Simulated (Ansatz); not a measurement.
Energy needed to pull apart SnSiH₄O, singlet, into free ground-state atoms, from the structure below (displaced at random from a GFN2-xTB minimum); no zero-point or spin–orbit terms; open-shell atoms are treated unrestricted, in their ground-state multiplicity.

```json
{"atom": "O1", "x (Å)": "-0.1848", "y (Å)": "1.0565", "z (Å)": "-0.9224"}
{"atom": "Si2", "x (Å)": "-0.7470", "y (Å)": "-0.3749", "z (Å)": "-0.9687"}
{"atom": "Sn3", "x (Å)": "0.9769", "y (Å)": "1.5284", "z (Å)": "1.2590"}
{"atom": "H4", "x (Å)": "-1.8337", "y (Å)": "-1.0614", "z (Å)": "-0.5763"}
{"atom": "H5", "x (Å)": "0.3903", "y (Å)": "-1.6434", "z (Å)": "-1.7305"}
{"atom": "H6", "x (Å)": "-0.4060", "y (Å)": "0.5066", "z (Å)": "2.0138"}
{"atom": "H7", "x (Å)": "2.1936", "y (Å)": "0.0024", "z (Å)": "0.9593"}
```

Computed with Ansatz 0.2.0 (basis: def2-TZVPP); correlated methods freeze the cores. Filled d shells of the heavier atoms are correlated. Core potentials replace the inner electrons of the atoms past krypton. The def2 sets are not built for correlating such inner shells, so the correlated values are less sure here.

```json
{"method": "SPW92", "atomization energy (kcal/mol)": "489.3"}
{"method": "PBE-D4", "atomization energy (kcal/mol)": "427.0"}
{"method": "r2SCAN-D4", "atomization energy (kcal/mol)": "421.2"}
{"method": "PBE0-D4", "atomization energy (kcal/mol)": "410.2"}
{"method": "r2SCANh-D4", "atomization energy (kcal/mol)": "415.1"}
{"method": "wB97M-V", "atomization energy (kcal/mol)": "420.1"}
{"method": "HF", "atomization energy (kcal/mol)": "?"}
{"method": "MP2", "atomization energy (kcal/mol)": "?"}
{"method": "CCSD", "atomization energy (kcal/mol)": "398.9"}
{"method": "CCSD(T)", "atomization energy (kcal/mol)": "407.9"}
```

Problem. What does MP2 give? (Judge from chemistry; the value comes from the calculation.)

Solution. Computed: 406.4 kcal/mol, which is about 1.5 kcal/mol less than CCSD(T)/def2-TZVPP.

Problem. What does HF give? (An estimate is asked for; the value comes from the calculation.)

Solution. Computed: 267.5 kcal/mol, which is about 140.4 kcal/mol less than CCSD(T)/def2-TZVPP.

In triple zeta the MP2 and coupled-cluster atomization energies are still short of their basis limit by a few kcal/mol a bond, whereas those of the functionals are nearly converged, so these differences are not deviations from converged CCSD(T).

The T1 diagnostic stays at or below 0.020.

For scale, one of the runs: CCSD(T)/def2-TZVPP forces, 179 basis functions (an equivalent command: `ansatz run in.yaml --threads 4`). Time: 3 min of wall clock on 4 CPU threads; the host was shared. Peak host memory: 3.5 GiB.
